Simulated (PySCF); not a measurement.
**Partial charges of `C=C(CCC)CC(=O)[O-]`**

Species: C7H11O2 (charge -1).
SMILES with atom numbers: `[CH2:1]=[C:2]([CH2:3][CH2:4][CH3:5])[CH2:6][C:7](=[O:8])[O-:9]` (hydrogens: H10, H11 on C1; H12, H13 on C3; H14, H15 on C4; H16, H17, H18 on C5; H19, H20 on C6)

Cartesian coordinates in Å at the GFN2-xTB level; atoms count from 1:
```
atom  x, y, z in Å
C1    -0.9343   -1.6972   -1.1658
C2    -0.7712   -0.6746   -0.3264
C3     0.4420    0.2130   -0.4042
C4     1.4860   -0.1490    0.6550
C5     2.7020    0.7674    0.5856
C6    -1.7742   -0.2800    0.6778
C7    -2.5505    1.0565    0.1666
O8    -3.7221    0.8745   -0.1574
O9    -1.8764    2.0888    0.1887
H10   -0.2155   -1.9211   -1.9407
H11   -1.8065   -2.3295   -1.1300
H12    0.9017    0.1392   -1.3947
H13    0.1006    1.2401   -0.2456
H14    1.8007   -1.1884    0.5139
H15    1.0347   -0.0717    1.6463
H16    2.3980    1.8007    0.7375
H17    3.1815    0.6938   -0.3897
H18    3.4349    0.5053    1.3491
H19   -2.5256   -1.0545    0.8348
H20   -1.3111   -0.0027    1.6264
```

Density: PBE0/pcSseg-1 (PySCF); schemes: Mulliken, IAO, Hirshfeld and ESP-fitted. One conformer (not necessarily the lowest) at the GFN2-xTB geometry, without solvent, vibrations or thermal averaging. The pcSseg-1 basis has no diffuse functions, a weakness for an anion.

Q: Give the atomic charges in each scheme.

A: In e:

```json
{"atom": "C1", "environment": "terminal =CH2 carbon", "Mulliken": "-0.111", "IAO": "-0.404", "Hirshfeld": "-0.168", "ESP-fitted": "-0.717"}
{"atom": "C2", "environment": "fully substituted alkene carbon", "Mulliken": "-0.391", "IAO": "+0.057", "Hirshfeld": "+0.016", "ESP-fitted": "+0.250"}
{"atom": "C3", "environment": "allylic carbon", "Mulliken": "-0.126", "IAO": "-0.267", "Hirshfeld": "-0.079", "ESP-fitted": "-0.103"}
{"atom": "C4", "environment": "chain CH2 carbon", "Mulliken": "-0.267", "IAO": "-0.237", "Hirshfeld": "-0.068", "ESP-fitted": "+0.279"}
{"atom": "C5", "environment": "methyl carbon", "Mulliken": "-0.265", "IAO": "-0.414", "Hirshfeld": "-0.124", "ESP-fitted": "-0.314"}
{"atom": "C6", "environment": "sp3 carbon next to a carbonyl", "Mulliken": "-0.155", "IAO": "-0.359", "Hirshfeld": "-0.118", "ESP-fitted": "-0.609"}
{"atom": "C7", "environment": "carboxylate carbon", "Mulliken": "+0.410", "IAO": "+0.522", "Hirshfeld": "+0.121", "ESP-fitted": "+0.930"}
{"atom": "O8", "environment": "carboxylate oxygen", "Mulliken": "-0.551", "IAO": "-0.634", "Hirshfeld": "-0.425", "ESP-fitted": "-0.754"}
{"atom": "O9", "environment": "carboxylate oxygen", "Mulliken": "-0.562", "IAO": "-0.652", "Hirshfeld": "-0.405", "ESP-fitted": "-0.787"}
{"atom": "H10", "environment": "vinylic hydrogen", "Mulliken": "+0.055", "IAO": "+0.113", "Hirshfeld": "+0.011", "ESP-fitted": "+0.181"}
{"atom": "H11", "environment": "vinylic hydrogen", "Mulliken": "+0.071", "IAO": "+0.126", "Hirshfeld": "+0.019", "ESP-fitted": "+0.220"}
{"atom": "H12", "environment": "methylene hydrogen", "Mulliken": "+0.079", "IAO": "+0.109", "Hirshfeld": "+0.023", "ESP-fitted": "+0.020"}
{"atom": "H13", "environment": "methylene hydrogen", "Mulliken": "+0.159", "IAO": "+0.168", "Hirshfeld": "+0.025", "ESP-fitted": "+0.097"}
{"atom": "H14", "environment": "methylene hydrogen", "Mulliken": "+0.092", "IAO": "+0.116", "Hirshfeld": "+0.019", "ESP-fitted": "-0.077"}
{"atom": "H15", "environment": "methylene hydrogen", "Mulliken": "+0.113", "IAO": "+0.126", "Hirshfeld": "+0.031", "ESP-fitted": "-0.042"}
{"atom": "H16", "environment": "methyl hydrogen", "Mulliken": "+0.109", "IAO": "+0.137", "Hirshfeld": "+0.037", "ESP-fitted": "+0.067"}
{"atom": "H17", "environment": "methyl hydrogen", "Mulliken": "+0.089", "IAO": "+0.124", "Hirshfeld": "+0.028", "ESP-fitted": "+0.048"}
{"atom": "H18", "environment": "methyl hydrogen", "Mulliken": "+0.088", "IAO": "+0.121", "Hirshfeld": "+0.025", "ESP-fitted": "+0.042"}
{"atom": "H19", "environment": "methylene hydrogen", "Mulliken": "+0.076", "IAO": "+0.126", "Hirshfeld": "+0.014", "ESP-fitted": "+0.138"}
{"atom": "H20", "environment": "methylene hydrogen", "Mulliken": "+0.087", "IAO": "+0.121", "Hirshfeld": "+0.017", "ESP-fitted": "+0.131"}
```

Mean size of the charges over all atoms: ESP-fitted 0.290 e, IAO 0.247 e, Mulliken 0.193 e, Hirshfeld 0.089 e. Each set sums to the total charge, -1, to within 0.001 e. The ESP scheme is a least-squares fit of atom-centred charges to the potential on four shells outside the van der Waals surface, with the total charge fixed. The Mulliken scheme counts on each atom the diagonal of the density matrix times the overlap matrix over that atom's basis functions.

Lowest charge. The schemes don't all agree: Mulliken O9 (-0.562); IAO O9 (-0.652); Hirshfeld O8 (-0.425); ESP-fitted O9 (-0.787).

Highest charge. All schemes agree: Mulliken C7 (+0.410); IAO C7 (+0.522); Hirshfeld C7 (+0.121); ESP-fitted C7 (+0.930).

Q: Sum the charges by element.

A: 
| element | atoms | Mulliken | IAO | Hirshfeld | ESP-fitted |
| --- | --- | --- | --- | --- | --- |
| C | 7 | -0.906 | -1.103 | -0.420 | -0.284 |
| O | 2 | -1.113 | -1.285 | -0.830 | -1.542 |
| H | 11 | +1.019 | +1.388 | +0.250 | +0.826 |

Q: How closely do the schemes follow one another over all atoms?

A: Correlation coefficient and root-mean-square difference: IAO with Hirshfeld 0.93, 0.180 e; Mulliken with IAO 0.88, 0.144 e; IAO with ESP-fitted 0.88, 0.201 e; Mulliken with Hirshfeld 0.86, 0.144 e; Hirshfeld with ESP-fitted 0.84, 0.299 e; Mulliken with ESP-fitted 0.69, 0.297 e.

Q: How many electrons does the IAO scheme count on O8?

A: Z − q = 8 − (-0.634) = 8.634.

These values come from a run that also computed NMR shieldings. The run took 49 s of wall time on one thread, Intel Xeon (x86_64), no GPU (shared host), and the process peaked at 0.98 GiB of memory.
